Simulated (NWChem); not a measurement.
System: TiNH2Cl3; SMILES [NH2][Ti]([Cl])([Cl])[Cl]

```xyz
7

Ti     0.0148     0.0192    -0.1918
Cl     0.3976     2.0429     0.5056
Cl     1.5089    -1.4327     0.4570
Cl    -1.9637    -0.6853     0.4171
N      0.0699     0.0901    -2.0103
H      0.0851     0.9537    -2.5498
H      0.0721    -0.7309    -2.6137
```
Atoms are numbered in this order, from 1.

Results from NWChem. Medium grid unless said otherwise, to which SCAN and Minnesota functionals are sensitive. The geometry was optimised at PBE0/def2-SVP. No frequency run checked for a minimum. B3LYP is NWChem's, with the RPA form of VWN correlation.

For level B3LYP/def2-SVP:

* **highest occupied level (eV)**: -8.01
* **orbital gap (eV)**: 4.80
* **dipole (D)**: 3.14

### Question
What are these values for level r2SCAN/def2-SVP?

### Answer
| Property | Value |
|---|---|
| highest occupied level (eV) | -7.34 |
| orbital gap (eV) | 3.36 |
| dipole (D) | 3.26 |
